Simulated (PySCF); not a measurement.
PySCF 2.14 output of an unrestricted MN15 calculation on a single atom or ion in aug-cc-pVDZ-PP with ECP28MDF (5s4p3d, 32 functions), with a scalar-relativistic core potential:

```
SCF conv_tol = 1e-09
number electrons alpha = 11  beta = 10
    H. S. Yu, X. He, S. L. Li, and D. G. Truhlar.,  Chem. Sci. 7, 5032-5051 (2016)
    H. S. Yu, X. He, S. L. Li, and D. G. Truhlar.,  Chem. Sci. 7, 5032-5051 (2016)
cycle= 1 E= -189.697381918748  delta_E= -0.013  |g|= 0.0533  |ddm|= 0.489
cycle= 2 E= -189.698427779175  delta_E= -0.00105  |g|= 0.0271  |ddm|= 0.241
cycle= 3 E= -189.698798668762  delta_E= -0.000371  |g|= 0.000919  |ddm|= 0.0812
cycle= 4 E= -189.698800763739  delta_E= -2.09e-06  |g|= 0.000132  |ddm|= 0.00688
cycle= 5 E= -189.698800829688  delta_E= -6.59e-08  |g|= 1.73e-05  |ddm|= 0.00133
cycle= 6 E= -189.698800831357  delta_E= -1.67e-09  |g|= 2.82e-06  |ddm|= 0.000218
cycle= 7 E= -189.698800831393  delta_E= -3.6e-11  |g|= 3.92e-07  |ddm|= 3.75e-05
converged SCF energy = -189.698800831393  <S^2> = 0.75242644  2S+1 = 2.002425
```

The run itself started from symmetry-adapted Hartree-Fock orbitals and held the occupation by maximum overlap, on a logarithmic radial grid, so the iterations belong to that start.

Q: Which element, charge and spin multiplicity is this?

A: In (indium, neutral), multiplicity 2; the state was [Kr] 4d10 5s2 5p1, 2P determinant.

Energies and moments cover only the electrons outside the core potential.
